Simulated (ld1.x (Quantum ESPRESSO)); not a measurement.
What one change does to a pseudopotential (Ni (Z = 28), RRKJ)

Ni (Z = 28), norm-conserving RRKJ (Kleinman–Bylander form), made with ld1.x (Quantum ESPRESSO) 7.5 (PBEsol, scalar-relativistic). Core [Ne], reference 3s2 3p6 3d8 4s2 4p0. Waves: 3s (bound): rc 1.15 bohr; 3d (bound): rc 1.40 bohr; 3p (bound): rc 1.15 bohr. Local part: the p channel. Core correction: none. rho0 = 0.005.

Occupied shells without a wave of their own: 4s. They enter only through the test configuration that unscreens the potential.

All-electron outer shells of the reference configuration (PBEsol, scalar-relativistic, ld1.x):

```csv
shell,level (eV),outermost node (bohr),outermost maximum (bohr)
2s,-980.86,0.07,0.21
2p,-844.17,–,0.16
3s,-110.78,0.30,0.64
3p,-71.25,0.27,0.65
3d,-8.90,–,0.63
4s,-5.66,0.92,2.24
4p,-1.19,1.00,3.14
```

Change: core correction a·sin(br)/r model core inside 0.50 bohr (4s counted twice).

Cutoffs: the cutoffs (Ry, on a coarse ladder) from which the occupation-weighted sum of valence levels, in a spherical-Bessel basis at the reference potential, stays within 10 and 1 mRy of its value at 400 Ry; they do not see the model core or the augmentation charge, which bear on the density cutoff. Errors are all-electron minus pseudo energies relative to the spin-unpolarised reference configuration.

**Question.** Predict the effect on cutoff, ghosts and configuration errors.

**Answer.** The potential gets neither clearly harder nor softer (140 Ry and 180 Ry → 140 Ry and 180 Ry); of the 7 tests that both files solve, the error grows in 4 and shrinks in 2 by more than 15 % and 0.3 meV (median size 28.6 → 100.3 meV); neither file shows a bound ghost. In the changed file ld1.x takes every shell without a wave as core, so the model core holds the 4s electrons as well and exchange and correlation see them twice. This cancels in the reference configuration, but the file is broken for other ones, and its errors say nothing about a proper core correction. A model core, the more so a compact one, raises the density cutoff, which this test does not measure.

| quantity | base | changed |
| --- | --- | --- |
| cutoff, loose | 140 Ry | 140 Ry |
| cutoff, tight | 180 Ry | 180 Ry |
| bound ghosts | none | none |
| error for 3s2 3p6 3d8 4s1 4p0, meV [ΔE 9.34 eV] | +10 | -156 |
| error for 3s2 3p6 3d8 4s0 4p0, meV [ΔE 26.60 eV] | +32 | -762 |
| error for 3s2 3p6 3d7 4s0 4p0, meV [ΔE 64.03 eV] | +20 | -1135 |
| error for 3s2 3p6 3d9 4s1 4p0, meV [ΔE -1.61 eV] | +14 | -13 |
| error for 3s2 3p6 3d8 4s1 4p1, meV [ΔE 4.63 eV] | +29 | -1.7 |
| error for 3s2 3p6 3d8 4s0 4p2, meV [ΔE 9.54 eV] | +68 | -40 |
| error for 3s2 3p6 3d8 4s0 4p1, meV [ΔE 15.05 eV] | +60 | -100 |
| s: phases at 1.55 bohr within 0.05 rad from the reference energy up to (Ry; the scan ends near 5) | to the end of the scan | to the end of the scan |
| p: phases at 1.55 bohr within 0.05 rad from the reference energy up to (Ry; the scan ends near 5) | 2.7 | 2.7 |
| d: phases at 1.55 bohr within 0.05 rad from the reference energy up to (Ry; the scan ends near 5) | 3.2 | 3.2 |
